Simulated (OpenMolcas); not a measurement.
## Re4+: moving or changing the point charges

Re4+ among 5 point charges of -2 e arranged as a trigonal bipyramid (D3h), 2.23 Å from the ion, with the axial distance 2.475 Å.

```
Program             : OpenMolcas
Method              : CASSCF
Basis               : ANO-RCC-VDZP [7s6p4d2f1g]
Scalar Hamiltonian  : DKH2, point nucleus
Active space        : 3 electrons in 5 orbitals (5d)
State averaging     : 2S+1 = 4 even, 10 roots; 2S+1 = 2 even, 40 roots
Spin-orbit coupling : state interaction with AMFI integrals over the reference wave functions
```

Runs around this geometry, states (labels of D3, the rotations of D3h). Energies in cm-1 above the lowest state or level, χT in cm3 K/mol.

```
R (Å)  q (e)  Axial / equatorial distance  Ground state  First state of that spin  First gap with spin-orbit (degeneracies)  χT at 300 K  First state of another spin
 2.23     -2                         1.02            4E                   4E 3333                               1120 (2, 2)        0.112                     2E 14513
 2.23   -1.3                         1.11            4E                   4E 2709                              163.1 (2, 2)        0.118                     2E 14368
 2.04     -2                         1.11            4E                   4E 5628                              632.2 (2, 2)        0.138                     2E 13961
 2.23     -2                         1.11            4E                   4E 3956                              358.2 (2, 2)        0.121                     2E 14411
 2.37     -2                         1.11            4E                   4E 3050                              216.5 (2, 2)        0.118                     2E 14395
```

Taking the first state of the same spin as R^-n, n = -ln(3050 / 5628) / ln(2.37 / 2.04) = 4.1 between the shortest and longest distance.

Scaling the charges by -1.3 / -2 = 0.65 scales the first state of the same spin by 2709 / 3956 = 0.68; with fixed orbitals a first-order splitting would follow the charge.

Without dynamic correlation the repulsion within the d shell is too large (B by tens of per cent), so at a given field states of lower spin stand too high. Spin-orbit coupling mixes the spin-free states strongly: the lowest level takes only 55 % from its leading state, 4E (figures for R = 2.23, q = -2, ratio = 1.02; the like holds for R = 2.23, q = -1.3, ratio = 1.11, R = 2.04, q = -2, ratio = 1.11, R = 2.23, q = -2, ratio = 1.11, R = 2.37, q = -2, ratio = 1.11). An orbital doublet at a regular site is open to a Jahn-Teller distortion, which this geometry leaves out (holds for R = 2.23, q = -2, ratio = 1.02; R = 2.04, q = -2, ratio = 1.11; R = 2.23, q = -2, ratio = 1.11). The ground term spreads over less than 5000 cm-1, several times less than with real ligands, so orbital moments are less quenched and χT lies further from the spin-only value than at real sites (holds for R = 2.23, q = -1.3, ratio = 1.11; R = 2.37, q = -2, ratio = 1.11). Point charges carry no covalency, so the field is a model and not that of real ligands. No measured value stands beside these numbers.
